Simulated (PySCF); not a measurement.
bromine (Br$_{2}$), singlet, at a GFN2-xTB geometry, with bond 2-1 at 2.4 times its length. Base run: CASSCF(6,6)/6-31G* (PySCF).

The PySCF input:
```python
from pyscf import gto, scf, mcscf
import numpy

mol = gto.Mole()
mol.atom = '''
    Br   -0.00000000   -0.00000000   -1.14058940
    Br    0.00000000    0.00000000    4.33423972
'''
mol.basis = '6-31g*'
mol.verbose = 4
mol.build()

mf = scf.RHF(mol)
mf.kernel()
mc = mcscf.CASSCF(mf, 6, 6)
mc.fix_spin_(ss=0.0)
mc.kernel()
occ = numpy.linalg.eigvalsh(mc.fcisolver.make_rdm1(mc.ci, mc.ncas, mc.nelecas))[::-1]
ss = mc.fcisolver.spin_square(mc.ci, mc.ncas, mc.nelecas)[0]
print('natural occupations', occ.round(4), ' <S^2>', round(ss, 4))
```

The base run was repeated with changes; each row names its change, and settings that it needs were set with it.

```tsv
change	ΔE vs base (mEh)	natural occupations	<S^2> of the state	core-seconds (rough)
base	0.000	1.99 1.99 1.00 1.00 0.01 0.01	0.00	30
active space = 10 electrons, 8 orbitals	8.004	2.00 2.00 2.00 1.99 1.00 1.00 0.01 0.01	0.00	30
correction = SC-NEVPT2	-497.8	1.99 1.99 1.00 1.00 0.01 0.01	0.00	40
orbitals = fixed (CASCI); correction = SC-NEVPT2	-491.3	2.00 2.00 1.02 0.98 0.00 0.00	0.00	2
fix_spin_ = off	0.350	1.99 1.99 1.02 0.98 0.01 0.01	0.00	30
active space = 4 electrons, 4 orbitals	16.344	1.99 1.02 0.98 0.01	0.00	10
active space = 6 electrons, 5 orbitals	15.177	2.00 1.99 1.02 0.98 0.01	0.00	20
active space = 4 electrons, 6 orbitals	7.062	1.98 1.02 0.98 0.01 0.01 0.00	0.00	10
start = MP2 natural orbitals	20.519	2.00 2.00 1.02 0.98 0.00 0.00	0.00	3
active space = 8 electrons, 6 orbitals	14.816	2.00 2.00 1.99 1.00 1.00 0.01	0.00	20
conv_tol = 1e-5	0.347	1.99 1.99 1.02 0.98 0.01 0.01	0.00	20
```

Active orbitals are taken around the Fermi level unless the row says otherwise; CASSCF can end in different local minima, and two programs can end on different orbitals. State-averaged rows give the lowest state.
